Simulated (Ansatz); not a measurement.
Gas-phase electronic energies from Ansatz, PBE0-D4/def2-TZVP geometries. CBS: MP2 limit from def2 TZ/QZ plus the TZ coupled-cluster correction, frozen cores. This one scheme is used for every species. DFT in def2-TZVPP. HSE06 is defined as in plane-wave codes. def2 core potentials past Kr. For In outer-core shells are correlated without core-valence functions, which leaves a few kJ/mol of doubt a bond.

`[AlH2][InH][Cl]` + H₂ → `[Cl][InH2]` + `[AlH3]`  (hydrogenolysis of the In–Al bond)

`[AlH2][InH][Cl]`:

```xyz
6

Al   -0.477    0.280    1.310
In    0.801   -0.100   -0.989
Cl   -0.852   -0.971   -2.460
H    -0.561   -0.895    2.373
H    -1.211    1.660    1.589
H     2.300    0.025   -1.824
```

H₂:

```xyz
2

H    -0.350   -0.074    0.106
H     0.350    0.074   -0.106
```

`[Cl][InH2]`:

```xyz
4

Cl   -1.544   -0.380   -1.346
In    0.193    0.048    0.168
H     1.516    0.835   -0.564
H    -0.165   -0.502    1.742
```

`[AlH3]`:

```xyz
4

Al    0.000    0.000    0.000
H     0.987   -0.221   -1.222
H    -1.061   -1.118    0.375
H     0.074    1.339    0.847
```

| level | ΔE (kJ/mol) | difference from CCSD(T)/CBS |
| --- | --- | --- |
| revPBE-D4 | 45.2 | 6.5 |
| PBE0-D4 | 40.3 | 1.6 |
| HSE06-D4 | 40.7 | 2.0 |
| BHLYP-D4 | 31.1 | -7.6 |
| CAM-B3LYP-D4 | 26.6 | -12.1 |
| CAM-B3LYP | 23.5 | -15.2 |
| RPA@PBE/def2-TZVPP | 29.6 | -9.1 |
| CCSD/def2-SVP | 20.1 | -18.6 |
| MP2/def2-TZVPP | 38.3 | -0.4 |
| HF/CBS(def2) | 10.0 | -28.7 |
| CCSD(T)/CBS | 38.7 | 0 |

What do rigid-rotor, harmonic-oscillator terms from PBE0-D4/def2-TZVP frequencies (298.15 K, 1 bar) make of the CCSD(T)/CBS value? (An estimate is asked.)

Ansatz gave: ΔZPE = +2.3 kJ/mol, ΔH = +36.0 kJ/mol, ΔS = 1 J/(mol·K), ΔG = +35.8 kJ/mol. Modes under 50 cm⁻¹ make the entropy rough.

Largest T1 diagnostic among the species: 0.014.

At CCSD(T), def2-SVP lies −16.0 kJ/mol from the extrapolated value and def2-TZVPP −5.6 kJ/mol. In def2-TZVPP, CCSD(T) changes the Hartree–Fock value by +22.3 kJ/mol (the triples alone add +3.7 kJ/mol) and MP2 by +27.6 kJ/mol. The D4 term adds +4.7 kJ/mol with B3LYP and +2.7 kJ/mol with PBE0; it sums over pairs of atoms, weighted by their polarisabilities, and B3LYP, whose exchange is more repulsive, gets the larger term.

B3LYP here is the variant with VWN-RPA as its local correlation; programs differ in this.
